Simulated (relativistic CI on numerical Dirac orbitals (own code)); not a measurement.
## Sensitivity of the levels of C to α

Calculated at this level of theory: Dirac-Coulomb-Breit CI, orbitals from a KLI potential per configuration, valence Slater integrals scaled by 0.85, P86 correlation energy added to each configuration, derivatives by finite differences, QED left out (own radial code, finite nucleus).

Configuration list (outside the closed core 1s2): 2s2.2p2, 2s.2p3, 2s2.2p.3s, 2s2.2p.3p, 2s2.2p.3d, 2s2.2p.4s, 2p4, 2s2.3s2. Levels of other configurations are missing.

With x = (α/α₀)² − 1 an excitation energy changes as ω = ω₀ + qx; K = 2q/ω₀ is the relative enhancement. Terms are leading LS components, so labels can repeat.

Lowest level 2s2.2p2 3P_0.

| Level | ω₀ (cm⁻¹) | q (cm⁻¹) | K |
| --- | --- | --- | --- |
| 2s2.2p2 3P_1 | 14.9 | 15.01 | 2.01 |
| 2s2.2p2 3P_2 | 39.0 | 39.04 | 2 |
| 2s2.2p2 1D_2 | 10577.3 | 22.87 | 0.00432 |
| 2s2.2p2 1S_0 | 18441.5 | 30.03 | 0.00326 |
| 2s.2p3 5S°_2 | 32078.5 | 130.7 | 0.00815 |
| 2s2.2p.3s 3P°_0 | 64073.8 | -63.64 | -0.00199 |
| 2s2.2p.3s 3P°_1 | 64093.5 | -44.5 | -0.00139 |
| 2s2.2p.3s 3P°_2 | 64135.1 | -2.361 | -7.36e-05 |
| 2s2.2p.3s 1P°_1 | 65609.9 | -22.04 | -0.000672 |
| 2s.2p3 3D°_3 | 68532.7 | 125.4 | 0.00366 |
| 2s.2p3 3D°_1 | 68536.1 | 128.8 | 0.00376 |
| 2s.2p3 3D°_2 | 68536.7 | 129.3 | 0.00377 |
| 2s2.2p.3p 1P_1 | 72763.3 | -18.6 | -0.000511 |

For a near-neutral ion this model can misplace configurations by up to about 10,000 cm⁻¹ (more where the count of f electrons changes) and terms by 10 to 25 % of their spread. Rates follow the energies as ν³ (E1, M1) or ν⁵ (E2), so they and the lifetimes can be off by large factors. The fine structure of a lone outer electron comes out too small, for d and f at times inverted, and misplaced configurations move strength between like terms.
